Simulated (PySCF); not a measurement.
B(Me)2(SeH), SMILES CB([SeH])C, B3LYP/def2-SVP optimised geometry.

```
11

B      0.03     0.04     0.00
C     -1.46     0.53     0.03
H     -1.64     1.27    -0.77
H     -1.64     1.07     0.98
H     -2.23    -0.25    -0.06
C      1.23     1.06    -0.05
H      1.25     1.52    -1.05
H      2.23     0.63     0.14
H      1.07     1.89     0.66
Se     0.30    -1.89     0.00
H      1.78    -1.89     0.00
```

Density from B3LYP/def2-TZVP (PySCF) at that geometry.

Minimum of the electron density along straight lines between bonded atoms, close to the bond critical point (lines longer than 1.1 times the sum of covalent radii, or with two minima, are not listed):

```tsv
bond	length / Å	ρ at the minimum / e bohr⁻³	∇²ρ there / e bohr⁻⁵	position (fraction from the first atom)
B1–C2	1.578	0.188	-0.36	0.33
C2–H3	1.105	0.265	-0.86	0.64
C2–H4	1.106	0.263	-0.85	0.64
C2–H5	1.101	0.270	-0.90	0.64
B1–C6	1.575	0.189	-0.36	0.33
C6–H7	1.107	0.262	-0.84	0.64
C6–H8	1.100	0.271	-0.90	0.64
C6–H9	1.104	0.265	-0.87	0.64
B1–Se10	1.949	0.136	-0.30	0.34
Se10–H11	1.477	…	-0.31	0.63
```

**Question.** Some entries are withheld; supply them.

**Answer.** 
- Se10–H11, ρ at the minimum / e bohr⁻³: 0.174
